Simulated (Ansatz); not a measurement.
Consider the ligand exchange at the Si–N bond: `O[SiH](O)N[Si](F)(F)F` + `O[SiH2]O` → `O[SiH2]O[SiH](O)O` + `N[Si](F)(F)F`.

Program: Ansatz. Geometries: PBE0-D4/def2-TZVP. ΔE: electronic, gas phase. CCSD(T)/CBS is the MP2 limit (def2-TZVPP, def2-QZVPP) plus CCSD(T) − MP2 in def2-TZVPP, frozen cores. This one scheme is used for every species. Functionals use def2-TZVPP. B3LYP here is the variant with VWN-RPA as its local correlation; programs differ in this. Each species was taken in one conformer, which may not be the lowest.

(1) Is it downhill or uphill in electronic energy at CCSD(T)/CBS, and by how much? (An estimate is asked.)

(2) What do these levels give: ωB97X-V, B3LYP, HF/def2-TZVPP, SCS-MP2/def2-TZVPP, CCSD/def2-TZVPP, SCS-MP2/def2-QZVPP? (An estimate is asked.)

Largest T1 diagnostic among the species: 0.012.

Results:

(1) Computed: Downhill: ΔE = -56.3 kJ/mol.

(2) Computed: ωB97X-V -54.9, B3LYP -57.6, HF/def2-TZVPP -65.6, SCS-MP2/def2-TZVPP -55.7, CCSD/def2-TZVPP -56.4, SCS-MP2/def2-QZVPP -57.0 kJ/mol.

From PBE to PBE0 (25 % exact exchange), in def2-TZVPP and without D4, ΔE moves by −3.9 kJ/mol. In def2-TZVPP, CCSD(T) changes the Hartree–Fock value by +10.9 kJ/mol (the triples alone add +1.7 kJ/mol) and MP2 by +11.3 kJ/mol.
